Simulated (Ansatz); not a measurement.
**Worked example: the step energy**

An elementary step of BSi$_{4}$H$_{10}$Cl$_{3}$O, singlet (Si₄H₁₀O ([OH][Si]([SiH3])([SiH3])[SiH3]) + BCl₃ ([Cl][B]([Cl])[Cl]) → BSi₄H₉Cl₂O ([SiH3][Si]([SiH3])([SiH3])[O][B]([Cl])[Cl]) + HCl; B–Cl, H–O broken or loosened, B–O, Cl–H formed or tightened). “Start” and “end” are the PBE0-D4/def2-TZVP structures reached by relaxing down either side of its saddle point, with the molecules still in contact.

Computed with Ansatz 0.2.0 (basis: def2-TZVPP and def2-QZVPP); correlated methods freeze the cores.

Energies in eV:

| quantity | end | start |
| --- | --- | --- |
| Hartree–Fock, triple zeta (X = 3) | -71835.35439 | -71834.70948 |
| Hartree–Fock, quadruple zeta (X = 4) | -71837.47817 | -71836.82283 |
| MP2 correlation, X = 3 | -38.55866 | -38.96372 |
| MP2 correlation, X = 4 | -41.87279 | -42.33267 |
| CCSD(T) correlation, X = 3 | -43.75713 | -44.05806 |

Question: Work out the step energy at the basis limit: extrapolate Hartree–Fock as E(X) = E∞ + A exp(−7.88 √X) and the MP2 correlation as E(X) = E∞ + B X^−2.97 (the exponents that Neese and Valeev fitted for def2-TZVPP and QZVPP), then add CCSD(T) − MP2 in triple zeta.

Answer: Each step is linear, so take the differences first (end − start): Hartree–Fock -0.64491 (X = 3) and -0.65534 (X = 4); MP2 correlation 0.40506 and 0.45988; CCSD(T) correlation 0.30093.
Two points give E∞ = E(4) + w [E(4) − E(3)], with w = 1/(exp(7.88 (2 − √3)) − 1) = 0.1377 for Hartree–Fock and w = 1/((4/3)^2.97 − 1) = 0.7407 for the correlation.
Hartree–Fock: -0.65534 + 0.1377 × (-0.01043) = -0.6568 eV.
MP2 correlation: 0.45988 + 0.7407 × 0.05482 = 0.5005 eV.
CCSD(T) − MP2: 0.30093 − 0.40506 = -0.1041 eV.
Sum: -0.6568 + 0.5005 + (-0.1041) = -0.2604 eV, or -6.00 kcal/mol. Plain CCSD(T) in triple zeta gives -0.3440 eV, so the larger basis shifts the result by 0.0836 eV.

T1 diagnostic: at most 0.013.

The step is the kind of ligand exchange by which a precursor binds to a hydroxyl group, or is hydrolysed, in atomic layer deposition of oxides. Here a small cluster stands in for the surface site.

Labels in which every atom is bracketed show which atoms are joined, not bond orders.

For scale, one of the runs: CCSD(T)/def2-TZVPP, 496 basis functions, launched by `ansatz run in.yaml --threads 4 --pin off --events-out ev --progress --plain --max-ram 63488MiB --backend cuda --devices 0, --max-vram 37GiB`. The run took 30 s on 4 CPU threads of an AMD EPYC 7R13 and a share of one NVIDIA H100 (shared host), with 1.4 GiB of host memory at its peak.
